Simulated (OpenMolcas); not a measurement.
Cr³⁺: from CASSCF to CASPT2

```
Program             : OpenMolcas
Basis               : ANO-RCC-VTZP [6s5p3d2f1g]
Scalar Hamiltonian  : DKH2, point nucleus
Active space        : 3 electrons in 5 orbitals (3d)
State averaging     : 2S+1 = 4 even, 10 roots; 2S+1 = 2 even, 40 roots kept (CI in the orbitals of an earlier block)
Spin-orbit coupling : state interaction with AMFI integrals over the reference wave functions, term energies averaged over their components
```

Methods on the same reference wave functions:
A. CASSCF
B. SS-CASPT2, IPEA 0.25 Eh, imaginary shift 0.1 Eh (closed shells correlated: 3s 3p)
C. MS-CASPT2, IPEA 0.25 Eh, imaginary shift 0.1 Eh (closed shells correlated: 3s 3p)

Energies in cm⁻¹ above 3d³ ⁴F_3/2, the measured ground level; measured values from Sugar and Corliss, J. Phys. Chem. Ref. Data 6, 317 (1977).

```json
{"Level": "3d³ ⁴F_3/2", "A": "0.0", "B": "0.0", "C": "0.0", "Measured": "0.0"}
{"Level": "3d³ ⁴F_5/2", "A": "245", "B": "247", "C": "247", "Measured": "236"}
{"Level": "3d³ ⁴F_7/2", "A": "580", "B": "583", "C": "583", "Measured": "556"}
{"Level": "3d³ ⁴F_9/2", "A": "1000", "B": "1001", "C": "1001", "Measured": "946"}
{"Level": "3d³ ⁴P_1/2", "A": "17843", "B": "14610", "C": "14610", "Measured": "14059"}
{"Level": "3d³ ⁴P_3/2", "A": "17953", "B": "14720", "C": "14710", "Measured": "14177"}
{"Level": "3d³ ²G_7/2", "A": "18173", "B": "15350", "C": "15350", "Measured": "15052"}
{"Level": "3d³ ⁴P_5/2", "A": "18235", "B": "15000", "C": "15000", "Measured": "14471"}
{"Level": "3d³ ²G_9/2", "A": "18531", "B": "15720", "C": "15720", "Measured": "15402"}
{"Level": "3d³ ²P_1/2", "A": "24056", "B": "21060", "C": "19990", "Measured": "19519"}
{"Level": "3d³ ²H_9/2", "A": "24094", "B": "21420", "C": "21710", "Measured": "21066"}
{"Level": "3d³ ²H_11/2", "A": "24368", "B": "21700", "C": "21990", "Measured": "21321"}
{"Level": "3d³ ²D_5/2(1)", "A": "26495", "B": "21360", "C": "21360", "Measured": "20664"}
{"Level": "3d³ ²F_7/2", "A": "41675", "B": "35390", "C": "35390", "Measured": "34363"}
{"Level": "3d³ ²F_5/2", "A": "41831", "B": "35540", "C": "35540", "Measured": "34556"}
{"Level": "3d³ ²D_5/2(2)", "A": "65273", "B": "55310", "C": "55310", "Measured": "52975"}
{"Level": "3d³ ²D_3/2(2)", "A": "65458", "B": "55500", "C": "55500", "Measured": "53142"}
```

Deviations, from unrounded energies. A percentage is the sum of absolute deviations over the sum of measured energies, with the sign that they share, or ± where signs differ.

```
                        Against measurement  Levels      A     B     C
             mean absolute deviation (cm-1)      16   4600   750   720
      fine structure of the ground term (%)       3   +5.1  +5.4  +5.4
other terms of the ground configuration (%)      13  +22.1  +3.6  +3.5
```

B, C lie about equally close to measurement and A furthest from it. The largest miss of C in the table is 3d³ ²D_3/2(2), by +2400 cm-1. The ranking rests on the paired levels alone, and a cruder setting can come out closer through cancelling errors.

Between B and C the level of the table that moves most is 3d³ ²P_1/2, by 1100 cm-1 (lowest in C, highest in B). Moves below CASPT2's spread within the term are not significant.

The mean deviations of B to C differ by less than CASPT2's widest spread within a term (1000 cm-1), so their order carries little weight.

From A to B the spin-free energies of the other terms of 3d³ shown, above ⁴F, scale by factors of 0.80 to 0.89, as is usual when dynamic correlation screens the repulsion within a d or f shell.

The lowest spin-free term lies below A's lowest term by 0.336 hartree in B, 0.336 hartree in C.

CASPT2 does not keep the components of a term degenerate, so their means are used; among the terms shown or strongly mixed into the levels shown the widest spread is 1000 cm-1 (3d³ ⁴F, C). Terms from blocks run as CI alone lack orbitals of their own. Without dynamic correlation excited terms often stand tens of per cent too high (terms of higher spin than the ground term too low), and those without a measured partner can miss by more than the paired ones (holds for A). The CASPT2 spread within a term exceeds the gap to the next term for 3d³ ²D(1) and 3d³ ²P, 3d³ ²P and 3d³ ²H, so the order of their levels is uncertain, and so are names and mixing where such terms share a J (holds for B). Computed and measured levels are paired by configuration, term and J; levels that our copy of the source lacks, or whose pairing is in doubt (as where it misses far off the trend of its configuration), stay unpaired and out of the deviations. Only configurations of the active space appear. The table leaves out levels that lie high or whose names do not pair safely across all columns.

A number in round brackets counts repeated terms of one configuration in the order of the reference energies.
